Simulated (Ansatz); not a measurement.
Input file for Ansatz (a quantum-chemistry and plane-wave program): R-PBE0/def2-TZVPP on fluoroethane (SMILES CCF), a point of a torsion scan.

Ansatz 0.2 input:
```yaml
crystal:
  periodic: [false, false, false]
  atoms:
    - {symbol: C, position_ang: [0.77986261, 0.07737951, 0.04020607]}
    - {symbol: C, position_ang: [-0.72067203, -0.17062285, -0.05708540]}
    - {symbol: F, position_ang: [-1.24548620, -0.43293775, 1.18785186]}
    - {symbol: H, position_ang: [1.14976577, -0.35039120, 0.96886934]}
    - {symbol: H, position_ang: [1.30157476, -0.37480231, -0.79674923]}
    - {symbol: H, position_ang: [1.00070144, 1.14175077, 0.05810639]}
    - {symbol: H, position_ang: [-0.94495622, -1.05475269, -0.66324446]}
    - {symbol: H, position_ang: [-1.26601686, 0.69205088, -0.45011623]}
basis:
  gaussian:
    orbitals: def2-TZVPP
hamiltonian:
  xc: {name: PBE0}
scf: {lower_state_search: off}
```

It printed:

```
WARN ansatz: RAYON_NUM_THREADS=1 ignored (pool sized by the plan → 1); use --threads N
Functional definition: PBE0
these checks for a lower state are left out or cut short: stability, starts, cluster_reference, orbital_swaps, neighbouring_geometries, increment
integrals: 0.05 GiB planned
811 factors; their error is unknown
mean field: 0.57 GiB planned
mean field evaluation 1: about -4864.4104 eV, gradient 4.7e1 eV
mean field evaluation 2: about -4863.8598 eV, gradient 4.8e1 eV
mean field evaluation 4: about -4869.1219 eV, gradient 5.2e-1 eV
mean field evaluation 8: about -4869.1205 eV, gradient 4.9e-1 eV
mean field evaluation 16: about -4869.1208 eV, gradient 2.9e-6 eV
mean field -4869.12079580 eV, -178.9368888369 hartree, gradient 2.9e-6 eV, S^2 0.000000; 0 other end points of the search recorded, 0 dependent functions left out
reference -4869.12081970 eV, -178.9368897152 hartree; 13, 13 occupied and 150, 150 virtual orbitals, 811 factors
Total energy: -4869.12081970 eV, -178.9368897152 hartree
Checks for a lower state left out: stability, starts, cluster_reference, orbital_swaps, neighbouring_geometries, increment
```

The run converged.

Cost: roughly 1.0 core-seconds.
